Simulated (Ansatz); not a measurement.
Two structures of CH8SeSi, singlet, reached by relaxing down either side of one saddle point (PBE0-D4/def2-TZVP). Energies are electronic, without zero-point energy. Computed with Ansatz 0.2.0 (basis: def2-TZVPP and def2-QZVPP); correlated methods freeze the cores. Filled d shells of the heavier atoms are correlated. The def2 sets are not built for correlating such inner shells, so the correlated values are less sure here. Extrapolation: Hartree–Fock as exp(−7.88 √X), correlation as X^−2.97. First:

```json
{"atom": "Si1", "x (Å)": "-0.2125", "y (Å)": "0.2652", "z (Å)": "0.2609"}
{"atom": "H2", "x (Å)": "0.7383", "y (Å)": "-0.8794", "z (Å)": "0.3063"}
{"atom": "H3", "x (Å)": "-1.5461", "y (Å)": "-0.2428", "z (Å)": "-0.1551"}
{"atom": "H4", "x (Å)": "0.2703", "y (Å)": "1.2376", "z (Å)": "-0.7556"}
{"atom": "C5", "x (Å)": "-0.3185", "y (Å)": "1.0812", "z (Å)": "1.9433"}
{"atom": "H6", "x (Å)": "0.3616", "y (Å)": "-2.6610", "z (Å)": "-2.3252"}
{"atom": "Se7", "x (Å)": "0.1829", "y (Å)": "-1.5084", "z (Å)": "-3.2146"}
{"atom": "H8", "x (Å)": "-0.6701", "y (Å)": "0.3736", "z (Å)": "2.6976"}
{"atom": "H9", "x (Å)": "-1.0117", "y (Å)": "1.9252", "z (Å)": "1.9222"}
{"atom": "H10", "x (Å)": "0.6589", "y (Å)": "1.4538", "z (Å)": "2.2580"}
{"atom": "H11", "x (Å)": "1.5468", "y (Å)": "-1.0452", "z (Å)": "-2.9378"}
```

Second:

Si1  (-0.740, 0.761, -0.715)
H2  (0.557, -3.067, 1.256)
H3  (-2.141, 0.272, -0.653)
H4  (-0.722, 2.101, -1.359)
C5  (0.032, 0.848, 0.980)
H6  (0.574, -2.701, 0.604)
Se7  (0.290, -0.765, -2.071)
H8  (0.005, -0.128, 1.467)
H9  (-0.507, 1.567, 1.603)
H10  (1.074, 1.170, 0.913)
H11  (1.578, -0.059, -2.026)
(Å)

(1) Which bonds change from the first to the second?

(2) Give the saddle point's structure and its height above each. (To be estimated.)

The T1 diagnostic stays at or below 0.012.

Results:

(1) CH₆Si ([CH3][SiH3]) + H₂Se → CH₆SeSi ([CH3][SiH2][SeH]) + H₂; bonds formed: Si1–Se7, H2–H6; bonds broken: Si1–H2, H6–Se7.

(2) By the calculation: 2.088 eV above the first and 2.546 eV above the second (CCSD(T) at an estimated basis limit (MP2 extrapolated from triple and quadruple zeta, plus CCSD(T) − MP2 in triple zeta)).
```
atom    x (Å)    y (Å)    z (Å)
 Si1  -0.4522   0.1534  -0.2421
  H2   0.3111  -1.2938   0.2861
  H3  -1.8254  -0.3785  -0.3587
  H4  -0.1696   1.3490  -1.0801
  C5  -0.0727   0.7752   1.4885
  H6   0.3712  -1.4613  -0.6531
 Se7   0.2261  -1.2332  -2.4802
  H8  -0.3622   0.0664   2.2668
  H9  -0.6096   1.7179   1.6441
 H10   0.9947   0.9880   1.5961
 H11   1.5885  -0.6832  -2.4674
```

Labels in which every atom is bracketed show which atoms are joined, not bond orders.

For scale, one of the runs: CCSD(T)/def2-TZVPP, 233 basis functions, launched by `ansatz run in.yaml --threads 4 --pin off --events-out ev --progress --plain --max-ram 9574MiB`. The run took 2 min on 4 CPU threads of an Arm Neoverse V1 (shared host), with 4 GiB of host memory at its peak.
